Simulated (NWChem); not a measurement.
**Which level was it?**

The species is SnH4S (6 atoms), meant as a singlet with charge 0. SMILES: `[SH][SnH3]`. The coordinates come from a PBE0-D4/def2-TZVP relaxation.

```xyz
6

S     1.0343   -0.9053    1.2617
Sn   -0.3120    0.4562   -0.1944
H     1.1366   -1.9121    0.3785
H    -1.7506   -0.3751   -0.5795
H     0.5633    0.8067   -1.6157
H    -0.6294    1.8656    0.7031
```

A calculation with NWChem 7.3.0 gave:

The total energy is -6361.3270 Eh, the dipole moment is 0.98 D and the HOMO energy is -1.80 eV. The LUMO energy is 4.13 eV, the HOMO–LUMO gap is 5.93 eV and the largest force is 1.097 eV/Å.

Task: Which of these levels gave the numbers?
A. PBE0/def2-TZVP (core potential)
B. B3LYP/def2-TZVP (core potential)
C. BLYP/STO-3G
D. PBE0/def2-SVP (core potential)

Result: C. The others give -614.6213 Eh (PBE0/def2-SVP (core potential)), -615.0056 Eh (B3LYP/def2-TZVP (core potential)), -614.7714 Eh (PBE0/def2-TZVP (core potential)).
